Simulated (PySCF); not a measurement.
BBrH2O, SMILES OBBr. Coordinates come from a B3LYP-D3(BJ)/def2-TZVP optimisation. One conformer was computed; it need not be the lowest.

TDDFT-B3LYP/def2-SVPD (PySCF 2.14.0) puts the lowest singlet excitations at 6.05, 6.80, 7.19, 7.30, 7.44, 7.74 eV.

Q: What are the lowest excitation roots from ADC(2)/aug-cc-pVDZ in PySCF? (The exact figures need the calculation; the answer reports its results.)

A: 6.71, 7.22, 7.60, 7.67, 7.85, 8.26 eV. S1 differs by 0.66 eV (second minus first; roots are paired by order, and the bases may differ).
